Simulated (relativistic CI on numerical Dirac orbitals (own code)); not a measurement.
# Level scheme of Ge14+

Calculated at this level of theory: Dirac-Coulomb-Breit CI, orbitals from a KLI potential per configuration, model QED, unscaled Slater integrals (own radial code, finite nucleus).

CI space (outside the closed core [Ne]): 3s2 3p6, 3s2 3p5 3d, 3s 3p6 3d, 3s2 3p5 4s, 3s2 3p5 4p, 3s2 3p5 4d, 3s 3p6 4s, 3s2 3p5 4f, 3s 3p6 4p, 3p6 3d 4p, 3s 3p6 4d, 3s2 3p5 5s, 3s2 3p5 5p, 3s 3p6 4f, 3s2 3p5 5d, 3s2 3p5 5f, 3s2 3p5 5g, 3s 3p6 5s, 3s2 3p5 6s, 3s2 3p5 6p, 3s 3p6 5p, 3s2 3p5 6d, 3s 3p6 5d, 3p6 3d2, 3p5 3d3, 3p5 3d2 4s, 3p5 3d2 4p, 3p5 3d2 4d, 3p6 3d 4s, 3p5 3d 4s2, 3p5 3d 4s 4p, 3p5 3d 4s 4d. Double excitations out of closed p, d and f shells are left out; levels of such configurations are missing from the list, as are those of other unlisted configurations, and high levels can miss mixing partners. These lack a partner that the ground configuration has and come out too high: 3s2 3p5 4f, 3s2 3p5 5s, 3s2 3p5 5p, 3s2 3p5 5d, 3s2 3p5 5f.

| No. | Configuration | Term | J | E (eV) | % | Landé g | jj configuration (%) |
| --- | --- | --- | --- | --- | --- | --- | --- |
| 1 | 3s2 3p6 | 1S | 0 | 0.000 | 100 |  | closed (100) |
| 2 | 3s2 3p5 3d | 3P° | 0 | 72.700 | 100 |  | 3p3/2^3 3d3/2 (100) |
| 3 | 3s2 3p5 3d | 3P° | 1 | 73.614 | 97 | 1.473 | 3p3/2^3 3d3/2 (67) |
| 4 | 3s2 3p5 3d | 3P° | 2 | 75.531 | 91 | 1.466 | 3p3/2^3 3d5/2 (60) |
| 5 | 3s2 3p5 3d | 3F° | 4 | 76.749 | 100 | 1.249 | 3p3/2^3 3d5/2 (100) |
| 6 | 3s2 3p5 3d | 3F° | 3 | 77.399 | 85 | 1.086 | 3p3/2^3 3d3/2 (86) |
| 7 | 3s2 3p5 3d | 3F° | 2 | 78.967 | 75 | 0.768 | 3p3/2^3 3d3/2 (57) |
| 8 | 3s2 3p5 3d | 3D° | 3 | 82.675 | 62 | 1.207 | 3p3/2^3 3d5/2 (97) |
| 9 | 3s2 3p5 3d | 1D° | 2 | 84.376 | 48 | 0.961 | 3p1/2 3p3/2^4 3d3/2 (69) |
| 10 | 3s2 3p5 3d | 3D° | 1 | 84.695 | 96 | 0.528 | 3p1/2 3p3/2^4 3d3/2 (50) |
| 11 | 3s2 3p5 3d | 3D° | 2 | 86.297 | 56 | 1.133 | 3p1/2 3p3/2^4 3d5/2 (76) |
| 12 | 3s2 3p5 3d | 1F° | 3 | 86.936 | 53 | 1.120 | 3p1/2 3p3/2^4 3d5/2 (89) |
| 13 | 3s2 3p5 3d | 1P° | 1 | 109.189 | 99 | 0.995 | 3p3/2^3 3d5/2 (52) |
| 14 | 3s 3p6 3d | 3D | 1 | 144.271 | 100 | 0.498 | 3s 3d3/2 (100) |
| 15 | 3s 3p6 3d | 3D | 2 | 144.629 | 99 | 1.165 | 3s 3d3/2 (66) |
| 16 | 3s 3p6 3d | 3D | 3 | 145.252 | 100 | 1.333 | 3s 3d5/2 (100) |
| 17 | 3s 3p6 3d | 1D | 2 | 152.668 | 99 | 0.999 | 3s 3d5/2 (66) |
| 18 | 3s2 3p5 4s | 3P° | 2 | 251.321 | 99 | 1.500 | 3p3/2^3 4s (99) |
| 19 | 3s2 3p5 4s | 3P° | 1 | 252.505 | 50 | 1.252 | 3p3/2^3 4s (97) |
| 20 | 3s2 3p5 4s | 3P° | 0 | 257.243 | 99 |  | 3p1/2 3p3/2^4 4s (99) |
| 21 | 3s2 3p5 4s | 1P° | 1 | 258.116 | 51 | 1.245 | 3p1/2 3p3/2^4 4s (96) |
| 22 | 3s2 3p5 4p | 3S | 1 | 268.769 | 85 | 1.929 | 3p3/2^3 4p1/2 (57) |
| 23 | 3s2 3p5 4p | 3D | 2 | 271.412 | 59 | 1.141 | 3p3/2^3 4p1/2 (98) |
| 24 | 3s2 3p5 4p | 3D | 3 | 272.527 | 100 | 1.333 | 3p3/2^3 4p3/2 (100) |
| 25 | 3s2 3p5 4p | 1P | 1 | 273.301 | 41 | 0.967 | 3p3/2^3 4p3/2 (56) |
| 26 | 3s2 3p5 4p | 3P | 2 | 274.415 | 66 | 1.334 | 3p3/2^3 4p3/2 (99) |
| 27 | 3s2 3p5 4p | 3P | 0 | 276.894 | 92 |  | 3p3/2^3 4p3/2 (61) |
| 28 | 3s2 3p5 4p | 3D | 1 | 277.289 | 60 | 0.710 | 3p1/2 3p3/2^4 4p1/2 (92) |
| 29 | 3s2 3p5 4p | 3D | 2 | 279.380 | 39 | 1.190 | 3p1/2 3p3/2^4 4p3/2 (98) |
| 30 | 3s2 3p5 4p | 3P | 1 | 279.406 | 65 | 1.392 | 3p1/2 3p3/2^4 4p3/2 (91) |
| 31 | 3s2 3p5 4p | 1S | 0 | 284.256 | 92 |  | 3p1/2 3p3/2^4 4p1/2 (61) |
| 32 | 3p6 3d2 | 3F | 2 | 293.740 | 99 | 0.669 | 3d3/2^2 (77) |
| 33 | 3p6 3d2 | 3F | 3 | 294.402 | 100 | 1.082 | 3d3/2 3d5/2 (100) |
| 34 | 3p6 3d2 | 3F | 4 | 295.150 | 99 | 1.248 | 3d5/2^2 (74) |
| 35 | 3p6 3d2 | 1D | 2 | 298.675 | 69 | 1.145 | 3d3/2 3d5/2 (72) |
| 36 | 3p6 3d2 | 3P | 0 | 298.915 | 99 |  | 3d3/2^2 (68) |
| 37 | 3p6 3d2 | 3P | 1 | 299.194 | 100 | 1.500 | 3d3/2 3d5/2 (100) |
| 38 | 3p6 3d2 | 3P | 2 | 299.927 | 70 | 1.348 | 3d5/2^2 (91) |
| 39 | 3s2 3p5 4d | 3P° | 0 | 300.874 | 97 |  | 3p3/2^3 4d3/2 (97) |
| 40 | 3p6 3d2 | 1G | 4 | 300.907 | 99 | 1.000 | 3d3/2 3d5/2 (74) |
| 41 | 3s2 3p5 4d | 3P° | 1 | 301.356 | 91 | 1.445 | 3p3/2^3 4d3/2 (62) |
| 42 | 3s2 3p5 4d | 3P° | 2 | 302.468 | 75 | 1.411 | 3p3/2^3 4d5/2 (72) |
| 43 | 3s2 3p5 4d | 3F° | 4 | 302.892 | 100 | 1.250 | 3p3/2^3 4d5/2 (100) |
| 44 | 3s2 3p5 4d | 3F° | 3 | 302.970 | 57 | 1.052 | 3p3/2^3 4d3/2 (98) |
| 45 | 3s2 3p5 4d | 1D° | 2 | 304.131 | 39 | 0.912 | 3p3/2^3 4d3/2 (77) |
| 46 | 3s2 3p5 4d | 1P° | 1 | 304.169 | 68 | 0.843 | 3p3/2^3 4d5/2 (65) |
| 47 | 3s2 3p5 4d | 3D° | 3 | 304.523 | 63 | 1.219 | 3p3/2^3 4d5/2 (97) |
| 48 | 3s2 3p5 4d | 3F° | 2 | 309.184 | 60 | 0.813 | 3p1/2 3p3/2^4 4d3/2 (96) |
| 49 | 3s2 3p5 4d | 3D° | 2 | 309.552 | 52 | 1.195 | 3p1/2 3p3/2^4 4d5/2 (91) |
| 50 | 3s2 3p5 4d | 3D° | 3 | 309.684 | 35 | 1.144 | 3p1/2 3p3/2^4 4d5/2 (98) |
| 51 | 3s2 3p5 4d | 3D° | 1 | 309.843 | 64 | 0.711 | 3p1/2 3p3/2^4 4d3/2 (96) |
| 52 | 3p6 3d2 | 1S | 0 | 310.271 | 97 |  | 3d5/2^2 (66) |
| 53 | 3s 3p6 4s | 3S | 1 | 320.304 | 97 | 2.001 | 3s 4s (97) |
| 54 | 3s 3p6 4s | 1S | 0 | 323.513 | 97 |  | 3s 4s (97) |
| 55 | 3s2 3p5 4f | 3D | 1 | 326.074 | 99 | 0.499 | 3p3/2^3 4f5/2 (99) |
| 56 | 3s2 3p5 4f | 3D | 2 | 326.666 | 90 | 1.131 | 3p3/2^3 4f5/2 (54) |
| 57 | 3s2 3p5 4f | 3G | 5 | 327.094 | 100 | 1.200 | 3p3/2^3 4f7/2 (100) |
| 58 | 3s2 3p5 4f | 3D | 3 | 327.607 | 72 | 1.256 | 3p3/2^3 4f7/2 (83) |
| 59 | 3s2 3p5 4f | 3G | 4 | 327.640 | 67 | 1.041 | 3p3/2^3 4f5/2 (98) |
| 60 | 3s2 3p5 4f | 3G | 3 | 328.798 | 47 | 0.900 | 3p3/2^3 4f5/2 (86) |
| 61 | 3s2 3p5 4f | 3F | 4 | 329.251 | 57 | 1.144 | 3p3/2^3 4f7/2 (98) |
| 62 | 3s2 3p5 4f | 3F | 2 | 330.391 | 51 | 0.831 | 3p3/2^3 4f7/2 (53) |
| 63 | 3s2 3p5 4f | 3G | 3 | 333.977 | 53 | 0.882 | 3p1/2 3p3/2^4 4f5/2 (93) |
| 64 | 3s2 3p5 4f | 3F | 3 | 334.249 | 43 | 1.127 | 3p1/2 3p3/2^4 4f7/2 (90) |
| 65 | 3s2 3p5 4f | 3F | 4 | 334.407 | 40 | 1.114 | 3p1/2 3p3/2^4 4f7/2 (97) |
| 66 | 3s2 3p5 4f | 1D | 2 | 335.641 | 49 | 0.871 | 3p1/2 3p3/2^4 4f5/2 (94) |
| 67 | 3s 3p6 4p | 3P° | 0 | 339.831 | 97 |  | 3s 4p1/2 (97) |
| 68 | 3s 3p6 4p | 3P° | 1 | 340.094 | 83 | 1.427 | 3s 4p1/2 (92) |
| 69 | 3s 3p6 4p | 3P° | 2 | 341.628 | 97 | 1.500 | 3s 4p3/2 (97) |
| 70 | 3s 3p6 4p | 1P° | 1 | 342.420 | 84 | 1.072 | 3s 4p3/2 (93) |

Energies count from the lowest computed level; ° marks odd parity. Filled j subshells are mostly left out of the jj labels.

The mean weight of the leading LS term, summed over parents, in these 70 levels is 77 %, and that of the leading jj configuration (from the same eigenvectors) 85 %.

At this charge energies of transitions that change n are usually good to better than 1 %, and those within a shell (Δn = 0) to a few per cent.

LS names give the leading component of a level, which can be under half, so a name can repeat, a term be missing and a line seem to break the LS rules.
